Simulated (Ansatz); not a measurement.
`C[SiH](F)Br` + CH₃OH → `CO[SiH](C)F` + HBr at 400 K and 1 bar (ligand exchange at the Si–Br bond).

Isolated molecules relaxed with PBE0-D4/def2-TZVP in Ansatz; ΔE leaves out vibrations. CCSD(T)/CBS is the MP2 limit (def2-TZVPP, def2-QZVPP) plus CCSD(T) − MP2 in def2-TZVPP, frozen cores. This one scheme is used for every species. For Br outer-core shells are correlated without core-valence functions, which leaves a few kJ/mol of doubt a bond. Scalar relativity is left out up to krypton. Each species was taken in one conformer, which may not be the lowest.

```json
{"species": "`C[SiH](F)Br`", "CCSD(T)/CBS energy (Eh)": "-3002.78099", "H − E (kJ/mol)": "158.2", "S (J/(mol·K))": "357.7"}
{"species": "CH₃OH", "CCSD(T)/CBS energy (Eh)": "-115.61712", "H − E (kJ/mol)": "151.2", "S (J/(mol·K))": "252.6"}
{"species": "`CO[SiH](C)F`", "CCSD(T)/CBS energy (Eh)": "-544.48370", "H − E (kJ/mol)": "274.3", "S (J/(mol·K))": "392.7"}
{"species": "HBr", "CCSD(T)/CBS energy (Eh)": "-2573.91920", "H − E (kJ/mol)": "27.6", "S (J/(mol·K))": "207.2"}
```

H − E and S are ideal-gas, rigid-rotor, harmonic terms from PBE0-D4/def2-TZVP, for one conformer and one mirror image of each species. 1 Eh = 2625.50 kJ/mol, R = 8.31446 J/(mol·K).

**Question.** By hand: ΔE, ΔH, ΔS and ΔG.

**Answer.** ΔE = (-544.48370) + (-2573.91920) − (-3002.78099) − (-115.61712) = -0.00479 Eh = -12.6 kJ/mol. Δ(H − E) = 274.3 + 27.6 − 158.2 − 151.2 = -7.5, so ΔH = -20.1 kJ/mol. ΔS = 392.7 + 207.2 − 357.7 − 252.6 = -10.4 J/(mol·K). ΔG = -20.1 − 400 × (-10.4)/1000 = -15.9 kJ/mol.

**Question.** By hand: the equilibrium constant, and the temperature at which ΔG would vanish if ΔH and ΔS stayed fixed.

**Answer.** log₁₀ K = −ΔG/(RT ln 10) = 2.1. ΔG = 0 at ΔH/ΔS = 1933 K, though so small a ΔS makes that figure unsure.

The number of gas molecules stays the same, so ΔS is small and ΔH decides. A doubt of 5 kJ/mol in ΔE shifts log₁₀ K by 0.7 here. Other conformers and mirror images would add mixing entropy, several J/(mol·K) or more a flexible species. These are equilibria of isolated gas molecules and say nothing of rates. Largest T1 diagnostic: 0.011 (customary marks: 0.02 for closed shells, 0.045 for open ones).
